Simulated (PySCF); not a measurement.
## Excitation energy of Pd by level of theory

Pd [Kr] 4d10 (1S) → Pd [Kr] 4d9 5s1 (3D), as a difference of total energies. Computed with PySCF 2.14 in def2-QZVPPD with the def2 core potential (28 electrons) (7s5p4d4f2g, 88 functions), with scalar relativity through the core potential. Correlated levels: valence: 4s2 4p6 frozen. The calculations carry no spin-orbit coupling.

```tsv
method	excitation energy (eV)
UHF	-0.080
MP2 (valence)	1.288
SCS-MP2 (valence)	1.242
CCSD (valence)	0.814
CCSD(T) (valence)	0.940
```

**Question.** How much does correlation contribute at CCSD(T) (valence)?

**Answer.** 0.940 − (-0.080) = 1.020 eV, measured against UHF.
